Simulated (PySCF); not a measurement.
Species: C5H3F3O2.
Geometry (GFN2-xTB, Å), atoms numbered from 1 in this order:
```
atom  x, y, z in Å
O1    -2.438   -1.359   -1.030
C2    -1.549   -0.714   -0.576
C3    -1.601    0.632    0.130
C4    -0.167    0.880    0.444
C5     0.529   -0.158   -0.017
C6     2.007   -0.413    0.035
F7     2.635    0.599    0.650
F8     2.550   -0.528   -1.181
F9     2.310   -1.526    0.709
O10   -0.239   -1.116   -0.623
H11   -2.034    1.391   -0.525
H12   -2.232    0.573    1.019
H13    0.225    1.740    0.948
```

Vertical excitations from PySCF (density fitting, frozen core in the response, grid level 2 and gas phase unless stated; continuum runs use non-equilibrium linear response for the excitations) on a GFN2-xTB geometry. Reference run:

| settings | S1, eV (f) | S2, eV (f) | S3, eV (f) | S4, eV (f) | S5, eV (f) | S6, eV (f) | T1, eV (Tamm–Dancoff) | mean α (au) |
| --- | --- | --- | --- | --- | --- | --- | --- | --- |
| PBE0/def2-SVPD, full TDDFT, 6 singlets | 5.53 (0.001) | 5.82 (0.097) | 6.83 (0.000) | 6.96 (0.093) | 7.12 (0.006) | 7.95 (0.024) | 3.87 | 64.2 |

**Question.** What do these settings give: (1) OPBE/cc-pVDZ, grid level 1, TDA, 1 singlet; (2) PBE0/6-31++G**, energy threshold 1e-07 Eh, full TDDFT, 12 singlets?

**Answer.** 
| settings | S1, eV (f) | S2, eV (f) | S3, eV (f) | S4, eV (f) | S5, eV (f) | S6, eV (f) | T1, eV (Tamm–Dancoff) | mean α (au) |
| --- | --- | --- | --- | --- | --- | --- | --- | --- |
| OPBE/cc-pVDZ, grid level 1, TDA, 1 singlet | 4.89 (0.001) | – | – | – | – | – | – | 54.5 |
| PBE0/6-31++G**, energy threshold 1e-07 Eh, full TDDFT, 12 singlets | 5.54 (0.001) | 5.82 (0.103) | 6.62 (0.006) | 6.86 (0.000) | 6.96 (0.076) | 7.46 (0.028) | 3.87 | 61.9 |

(1) S1 moves by -0.64 eV; functional, basis and response scheme change together, so the shift can't be laid on one. (2) S1 moves by +0.01 eV. States are counted by energy in each run and needn't keep their character from row to row.

All basis functions are spherical, in the Pople sets too.

**Question.** Which orbital pairs make up S1 in each run, and how does it sit against the orbital gap?

**Answer.** 
```csv
settings,S1 configurations (weight),S1 (eV),orbital gap (eV),S1 − gap (eV)
"PBE0/def2-SVPD, full TDDFT, 6 singlets","H−1→L 0.79, H−1→L+1 0.20",5.53,6.69,-1.16
"OPBE/cc-pVDZ, grid level 1, TDA, 1 singlet",H−1→L 0.99,4.89,4.56,+0.33
"PBE0/6-31++G**, energy threshold 1e-07 Eh, full TDDFT, 12 singlets","H−1→L 0.80, H−1→L+2 0.18",5.54,6.67,-1.13
```

